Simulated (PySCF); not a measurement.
Method: B3LYP-D3(BJ)/def2-TZVP // BP86-D3(BJ)/def2-SVP (PySCF). Gas-phase values, no solvent. One relaxed conformer stands for a flexible species; it need not be the lowest. B3LYP has the VWN-RPA correlation part, as in Gaussian. 

Reference species: [Ti(NH2)(H)3] (neutral, multiplicity 1).

```
Item                                         Value
----------------------------------------  --------
coordination number                              4
charge on the central atom (meta-Löwdin)    1.03 e
LUMO                                      -2.67 eV
```

Changed species: [Ti(NH2)3(H)] (1 of 4 NH2 replaced by H; the reference has 3 of 4 NH2 replaced by H).

Q: Give the shifts of the coordination number, charge on the central atom (meta-Löwdin) and LUMO.

A: the coordination number stays essentially unchanged; the charge on the central atom (meta-Löwdin) rises by 0.09 e, to 1.12 e; the LUMO goes up by 1.54 eV, to -1.13 eV.
